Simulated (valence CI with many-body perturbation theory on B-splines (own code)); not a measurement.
# Energy levels of In¹⁶⁺

Computed by valence CI with perturbative core correlation (CI+MBPT): five valence electrons over a frozen Dirac-Fock core [Ar] 3d10, radial functions for each j: 9 s, 9 p, 8 d, 6 f, 3 g, 1 h, with the one-electron correlation potential Σ1, the two-electron term Σ2, the three-electron term Σ3, Breit, model QED; selected CI, second order for the rest (own B-spline code, finite nucleus).

No measured levels were compared; by estimate levels hold to about 250 cm⁻¹ or 0.2 % of their energy and the worst to 1 %, as in measured heavy ions of charge 2 to 7; those with d or f electrons hold less well. Among the levels kept, up to 310 cm⁻¹ of a level comes from second order outside the variational space, and about a tenth of that is noise between levels of different J, which matters for small intervals.

Levels 1 to 45 of 48, with energies above the lowest level, 4s²4p³ ⁴S°_3/2. "Leading %" is the weight of the configuration and term that name the level; weights of strongly mixed levels are sums over their largest components and can fall short. In the jj column 3d3/2^4 stands for four electrons in 3d with j = 3/2. Lifetimes count E1, E2, E3, M1 and M2 decay at the calculated energies, and are blank where another channel may lead or the interval is too uncertain; long ones can be off by a factor of two.

```csv
No.,Configuration,Term,J,E (eV),Leading %,Leading jj,Lifetime
1,4s²4p³,⁴S°,3/2,0.00,54,4s^2 4p1/2^2 4p3/2 (87 %),
2,4s²4p³,²D°,3/2,7.19,56,4s^2 4p1/2 4p3/2^2 (88 %),248 μs
3,4s²4p³,²D°,5/2,9.55,98,4s^2 4p1/2 4p3/2^2 (98 %),1.22 ms
4,4s²4p³,²P°,1/2,12.99,97,4s^2 4p1/2 4p3/2^2 (97 %),155 μs
5,4s²4p³,²P°,3/2,19.86,61,4s^2 4p3/2^3 (94 %),60.0 μs
6,4s4p⁴,⁴P,5/2,46.40,83,4s 4p1/2^2 4p3/2^2 (86 %),174 ps
7,4s4p⁴,⁴P,3/2,51.37,73,4s 4p1/2 4p3/2^3 (47 %),88.7 ps
8,4s4p⁴,⁴P,1/2,52.05,72,4s 4p1/2^2 4p3/2^2 (62 %),88.5 ps
9,4s4p⁴,²D,3/2,57.57,58,4s 4p1/2 4p3/2^3 (58 %),59.1 ps
10,4s4p⁴,²D,5/2,59.87,76,4s 4p1/2 4p3/2^3 (80 %),82.9 ps
11,4s4p⁴,²S,1/2,64.64,37,4s 4p1/2 4p3/2^3 (47 %),24.7 ps
12,4s4p⁴,²P,3/2,65.74,50,4s 4p1/2 4p3/2^3 (60 %),27.7 ps
13,4s²4p²4d,⁴F,3/2,68.67,64,4s^2 4p1/2^2 4d3/2 (69 %),56.8 ps
14,4s²4p²4d,⁴F,5/2,70.98,48,4s^2 4p1/2^2 4d5/2 (67 %),80.3 ps
15,4s4p⁴,²S,1/2,73.43,26,4s 4p3/2^4 (46 %),50.9 ps
16,4s²4p²4d,²F,5/2,74.43,61,4s^2 4p1/2 4p3/2 4d3/2 (87 %),516 ps
17,4s²4p²4d,⁴F,7/2,75.53,79,4s^2 4p1/2 4p3/2 4d5/2 (65 %),2.07 ns
18,4s²4p²4d,⁴D,3/2,76.03,59,4s^2 4p1/2 4p3/2 4d3/2 (72 %),33.2 ps
19,4s²4p²4d,⁴D,1/2,76.15,69,4s^2 4p1/2 4p3/2 4d3/2 (58 %),34.4 ps
20,4s²4p²4d,²F,7/2,76.29,48,4s^2 4p1/2 4p3/2 4d5/2 (51 %),4.46 ns
21,4s²4p²4d,⁴F,9/2,78.05,67,4s^2 4p1/2 4p3/2 4d5/2 (86 %),
22,4s²4p²4d,⁴D,5/2,78.94,43,4s^2 4p1/2 4p3/2 4d5/2 (71 %),38.3 ps
23,4s²4p²4d,²P,3/2,80.59,51,4s^2 4p1/2 4p3/2 4d5/2 (64 %),8.54 ps
24,4s²4p²4d,²G,7/2,82.69,58,4s^2 4p1/2 4p3/2 4d5/2 (39 %),64.5 ps
25,4s²4p²4d,⁴P,5/2,83.78,61,4s^2 4p1/2 4p3/2 4d5/2 (45 %),4.33 ps
26,4s²4p²4d,⁴P,3/2,84.50,49,4s^2 4p1/2 4p3/2 4d3/2 (52 %),4.77 ps
27,4s²4p²4d,⁴P,1/2,84.69,45,4s^2 4p1/2 4p3/2 4d3/2 (72 %),4.76 ps
28,4s²4p²4d,²F,7/2,85.91,48,4s^2 4p3/2^2 4d5/2 (89 %),295 ps
29,4s²4p²4d,²D,3/2,86.63,71,4s^2 4p1/2 4p3/2 4d5/2 (49 %),13.6 ps
30,4s²4p²4d,²G,9/2,87.29,67,4s^2 4p3/2^2 4d5/2 (86 %),136 μs
31,4s²4p²4d,²P,1/2,88.06,51,4s^2 4p3/2^2 4d3/2 (36 %),5.08 ps
32,4s²4p²4d,²D,5/2,88.78,70,4s^2 4p1/2 4p3/2 4d5/2 (40 %),4.25 ps
33,4s²4p²4d,²P,1/2,90.93,75,4s^2 4p1/2 4p3/2 4d5/2 (63 %),6.57 ps
34,4s²4p²4d,²D,3/2,91.45,58,4s^2 4p3/2^2 4d3/2 (70 %),4.27 ps
35,4s²4p²4d,²D,5/2,92.42,37,4s^2 4p3/2^2 4d3/2 (44 %),3.71 ps
36,4s²4p²4d,²D,5/2,94.00,86,4s^2 4p3/2^2 4d5/2 (86 %),48.5 ps
37,4s²4p²4d,²F,7/2,95.58,89,4s^2 4p3/2^2 4d3/2 (60 %),3.15 ps
38,4s²4p²4d,²S,1/2,96.26,52,4s^2 4p3/2^2 4d5/2 (39 %),5.02 ps
39,4s²4p²4d,²P,3/2,96.39,64,4s^2 4p3/2^2 4d5/2 (48 %),5.08 ps
40,4s²4p²4d,²D,3/2,100.00,84,4s^2 4p3/2^2 4d3/2 (45 %),4.01 ps
41,4s²4p²4d,²D,5/2,101.11,57,4s^2 4p3/2^2 4d5/2 (73 %),3.52 ps
42,4p⁵,²P°,3/2,104.87,73,4p1/2^2 4p3/2^3 (73 %),34.2 ps
43,4s4p³4d,⁶D°,1/2,109.65,86,4s 4p1/2^2 4p3/2 4d3/2 (53 %),598 ps
44,4s4p³4d,⁶D°,3/2,109.86,85,4s 4p1/2^2 4p3/2 4d3/2 (48 %),333 ps
45,4s4p³4d,⁶D°,5/2,109.93,80,4s 4p1/2^2 4p3/2 4d3/2 (49 %),439 ps
```

Names give the largest LS component (configuration and term), which can be under half, so a name can repeat, a term be missing and a line seem to break the LS rules; names also repeat where a configuration has a term twice.

The ionisation energy to 4s²4p² ³P0 of the next ion comes out as 426.51 eV (NIST: 425 ± 3 eV (theoretical)). All 48 levels together are meant to be complete up to 114.61 eV.
